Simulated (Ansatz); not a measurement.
Input and output for `CC(C)[O][AlH][F]`.

```yaml
crystal:
  periodic: [false, false, false]
  atoms:
    - {symbol: C, position_ang: [-0.569852, 0.258247, -1.161878]}
    - {symbol: C, position_ang: [-0.489203, -0.202978, -0.033197]}
    - {symbol: C, position_ang: [-0.541459, -1.986095, 0.067319]}
    - {symbol: O, position_ang: [0.327804, 0.559825, 0.991169]}
    - {symbol: Al, position_ang: [1.500410, 1.830813, 1.307653]}
    - {symbol: F, position_ang: [0.843803, 3.061952, 0.583132]}
    - {symbol: H, position_ang: [-0.237332, 1.371684, -1.078962]}
    - {symbol: H, position_ang: [-1.045137, -0.084737, -1.794176]}
    - {symbol: H, position_ang: [0.966024, 0.103988, -1.910352]}
    - {symbol: H, position_ang: [-1.482855, 0.291405, 0.364032]}
    - {symbol: H, position_ang: [-1.288848, -2.066786, -0.550267]}
    - {symbol: H, position_ang: [-0.642318, -1.974866, 1.066734]}
    - {symbol: H, position_ang: [0.691545, -2.037246, -0.461296]}
    - {symbol: H, position_ang: [2.424334, 1.620144, 2.572120]}
basis:
  gaussian: {orbitals: def2-TZVP}
hamiltonian: {xc: {name: r2SCAN0}}
output: {forces: true}
```

```sh
$ ansatz run in.yaml --threads 2 --pin off --events-out ev --progress --plain --max-ram 32768MiB --backend cpu
```

Shortened log:

```
Functional definition: r2SCAN0
1478 factors; their error is unknown
mean field evaluation 1: about -14578.2683 eV, gradient 8.5e1 eV
mean field evaluation 2: about -14545.0514 eV, gradient 1.4e2 eV
mean field evaluation 4: about -14593.7802 eV, gradient 1.1e1 eV
mean field evaluation 8: about -14594.0318 eV, gradient 3.9e-1 eV
mean field evaluation 16: about -14594.0456 eV, gradient 8.6e-4 eV
mean field -14594.04560141 eV, -536.3212836523 hartree, gradient 4.4e-5 eV, S^2 0.000000; 0 other end points of the search recorded, 0 dependent functions left out
reference -14594.04561436 eV, -536.3212841285 hartree; 28, 28 occupied and 212, 212 virtual orbitals, 1478 factors
Total energy: -14594.04561436 eV, -536.3212841285 hartree
Atom 0 at    -0.569852     0.258247    -1.161878 Å, force    13.820174    13.858151    -3.356660 eV/Å
Atom 1 at    -0.489203    -0.202978    -0.033197 Å, force    -0.885928    -4.855875    16.169204 eV/Å
Atom 2 at    -0.541459    -1.986095     0.067319 Å, force     8.877692     6.542432    -1.446917 eV/Å
Atom 3 at     0.327804     0.559825     0.991169 Å, force     0.804299    -1.735434    -1.632029 eV/Å
Atom 4 at     1.500410     1.830813     1.307653 Å, force    -1.553962    -3.823694     0.886996 eV/Å
Atom 5 at     0.843803     3.061952     0.583132 Å, force    -0.157705     2.635440    -1.072396 eV/Å
Atom 6 at    -0.237332     1.371684    -1.078962 Å, force    -1.804254    -1.690497    -1.074374 eV/Å
Atom 7 at    -1.045137    -0.084737    -1.794176 Å, force    -8.689963    -5.416685   -11.139104 eV/Å
Atom 8 at     0.966024     0.103988    -1.910352 Å, force    -2.570926    -0.241784     1.209990 eV/Å
Atom 9 at    -1.482855     0.291405     0.364032 Å, force     0.470907    -1.862280    -0.056910 eV/Å
Atom 10 at    -1.288848    -2.066786    -0.550267 Å, force    -3.930228    -1.597536    -3.200313 eV/Å
Atom 11 at    -0.642318    -1.974866     1.066734 Å, force    -0.229239    -1.442751     3.283062 eV/Å
Atom 12 at     0.691545    -2.037246    -0.461296 Å, force    -4.251072    -0.712801     1.909149 eV/Å
Atom 13 at     2.424334     1.620144     2.572120 Å, force     0.100205     0.343316    -0.479699 eV/Å
Dipole moment:    -0.010928    -0.021184     0.067700 e Å
```

Run time 10 s (2 threads of an AMD EPYC 7R13 on a shared host); peak host memory 0.76 GiB.
